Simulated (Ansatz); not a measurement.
Reactions of H$_{6}$O$_{2}$Si$_{2}$, SMILES `O[SiH](O)[SiH3]`.

Computed with Ansatz on PBE0-D4/def2-TZVP structures; ΔE is electronic, products minus reactants. CCSD(T)/CBS is the MP2 limit (def2-TZVPP, def2-QZVPP) plus CCSD(T) − MP2 in def2-TZVPP, frozen cores. Small cases extrapolate CCSD(T) itself. Functionals use def2-TZVPP. B3LYP here is the variant with VWN-RPA as its local correlation; programs differ in this. Open shells (•) are unrestricted, without spin–orbit coupling. Spin–orbit coupling would lower the free atoms: a little for O, Si. One conformer a species, not always the lowest.

| reaction | PBE-D4 (kcal/mol) | B97M-V (kcal/mol) | revPBE-D4 (kcal/mol) | B3LYP-D4 (kcal/mol) |
| --- | --- | --- | --- | --- |
| `O[SiH](O)[SiH3]` → `O[SiH2]O` + `[SiH2]` | 58.2 | 54.3 | 56.7 | 53.7 |
| `O[SiH](O)[SiH3]` + `[OH][AlH2]` → `O[SiH]([SiH3])[O][AlH2]` + H₂O | -3.9 | -4.9 | -4.3 | -5.5 |
| `O[SiH](O)[SiH3]` → 6 H• + 2 O• + 2 Si• | 813.0 | 814.8 | 795.1 | 810.8 |
| `O[SiH](O)[SiH3]` + `[CH3]`• → `O[SiH](O)[SiH2]`• + CH₄ | -22.8 | -21.1 | -22.2 | -19.6 |
| `O[SiH](O)[SiH3]` + `OCS[SiH3]` → `[SiH3]OCS[SiH3]` + `O[SiH2]O` | -15.4 | -20.2 | -16.0 | -21.9 |

Problem. Give the CCSD(T)/CBS values in the same order. (Estimate.)

Solution. Computed: 53.8, -5.9, 818.8, -19.2, -22.3 kcal/mol.

Largest T1 diagnostic: 0.014, for `O[SiH](O)[SiH2]`•.

Extrapolated directly: `O[SiH](O)[SiH3]` → 6 H• + 2 O• + 2 Si•.
